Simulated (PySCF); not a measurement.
# Yb³⁴⁺: ionisation energy

Yb³⁴⁺ [Kr] → Yb³⁵⁺ [Ar] 3d10 4s2 4p5 [4p1/2^2 4p3/2^3, M_J = 3/2], as a difference of total energies. Computed with PySCF 2.14 in an uncontracted even-tempered set (17 s from 3.5 bohr⁻², ratio 2.8; 14 p from 4.6 bohr⁻², ratio 2.8; 8 d from 8.1 bohr⁻², ratio 2.8; 4 f from 23 bohr⁻², ratio 3), with the two-component X2C-1e Hamiltonian. Correlated levels: [Ne] frozen; the 80 highest virtual spinors dropped. "Screened" scales the spin-orbit matrix elements by Boettger's factors to mimic the two-electron term; Breit and QED terms are absent.

```json
{"method": "GHF (spin-free)", "ionisation energy (eV)": "1532.5"}
{"method": "GMP2 (spin-free)", "ionisation energy (eV)": "1533.8"}
{"method": "GHF (screened spin-orbit)", "ionisation energy (eV)": "1511.3"}
{"method": "GMP2 (screened spin-orbit)", "ionisation energy (eV)": "1512.7"}
```

Breit and QED terms and the two-electron picture change are absent.

The spin-free rows lack the spin-orbit shift.

For comparison: 1516 ± 5 eV (theoretical estimate listed by NIST; NIST Atomic Spectra Database, ionization energies).
